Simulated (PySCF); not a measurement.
C₅H₁₂O₂P (charge -1).
Numbering: `[CH3:1][C:2]([CH3:3])([CH3:4])[P@@:5]([CH3:6])(=[O:7])[O-:8]` (hydrogens: H9, H10, H11 on C1; H12, H13, H14 on C3; H15, H16, H17 on C4; H18, H19, H20 on C6)

All values: PBE0/pcSseg-1 (PySCF, non-relativistic), on one gas-phase PBE0-D3(BJ)/def2-SVP geometry that isn't relaxed in the solvent. The solvent is an IEF-PCM continuum (cavity from Bondi-type radii × 1.2). Specific hydrogen bonds and non-electrostatic terms are outside this model.

Gas phase at PBE0/pcSseg-1: HOMO -1.86 eV, LUMO 4.94 eV.

Task: What does the continuum do to the energy and the frontier levels at PBE0/pcSseg-1 in chloroform and dichloromethane?

Result: 
| solvent | ε | E(solvent) − E(gas) (kcal/mol) | polarisation term (kcal/mol) | distortion of the solute (kcal/mol) | HOMO (eV) | LUMO (eV) |
| --- | --- | --- | --- | --- | --- | --- |
| chloroform | 4.711 | -47.82 | -49.98 | 2.16 | -5.28 | 2.28 |
| dichloromethane | 8.93 | -54.79 | -57.94 | 3.15 | -5.73 | 1.95 |

The polarisation term is half the interaction of the solute with the surface charges that it induces; the rest is the cost of distorting the solute's density. The sum is the electrostatic part of solvation alone. From chloroform to dichloromethane the lowering changes by a factor 1.15, Born's factor 1 − 1/ε by 1.13 and ε itself by 1.9.

Task: Which radius a makes Born's formula ΔE = −(q²/2a)(1 − 1/ε) give the value in dichloromethane?

Result: a = q²(1 − 1/ε)/(2|ΔE|) = 2.69 Å, with q = -1 e and |ΔE| = 0.0873 Eh; the farthest nucleus lies 3.33 Å from the centroid of the nuclei. The formula assumes a point charge at the centre of a sphere.

Task: Which Hirshfeld charges (PBE0/pcSseg-1) respond most in chloroform (means over atoms taken as equivalent)?

Result: 
| atoms | environment | gas (e) | solvent (e) | change |
| --- | --- | --- | --- | --- |
| O7/O8 | oxygen bonded to P | -0.488 | -0.520 | -0.032 |
| P5 | phosphoryl phosphorus | +0.359 | +0.348 | -0.011 |
| H18/H19/H20 | methyl hydrogen | +0.021 | +0.030 | +0.009 |
| H9 (×9) | methyl hydrogen | +0.020 | +0.025 | +0.005 |
| C6 | sp3 carbon bound to phosphorus | -0.195 | -0.193 | +0.002 |
| C1/C3/C4 | methyl carbon | -0.132 | -0.131 | +0.001 |
| C2 | sp3 carbon bound to phosphorus | -0.033 | -0.034 | -0.001 |

Task: Which Mayer bond orders change most in chloroform?

Result: 
| bond | length (Å) | gas | solvent | change |
| --- | --- | --- | --- | --- |
| P5–O8 | 1.517 | 1.668 | 1.635 | -0.033 |
| P5–O7 | 1.516 | 1.667 | 1.635 | -0.032 |
| P5–C6 | 1.853 | 0.885 | 0.916 | +0.031 |
| C2–P5 | 1.892 | 0.768 | 0.795 | +0.027 |
| C1–C2 | 1.529 | 1.019 | 1.010 | -0.009 |
| C6–H18 | 1.101 | 0.965 | 0.957 | -0.008 |
| C6–H19 | 1.101 | 0.951 | 0.946 | -0.005 |
| C6–H20 | 1.101 | 0.950 | 0.946 | -0.004 |

The run took 39 s of wall time on an Arm Neoverse V2 with one thread, shared host with 96 logical CPUs at a one-minute load of 83, and the process peaked at 1.2 GiB of memory. This is the whole shielding run at PBE0/pcSseg-1 in dichloromethane, SCF included.

Shape of the structure used: `[CH3:1][C:2]([CH3:3])([CH3:4])[P@@:5]([CH3:6])(=[O:7])[O-:8]`: C1–C2–P5–C6 -179°.
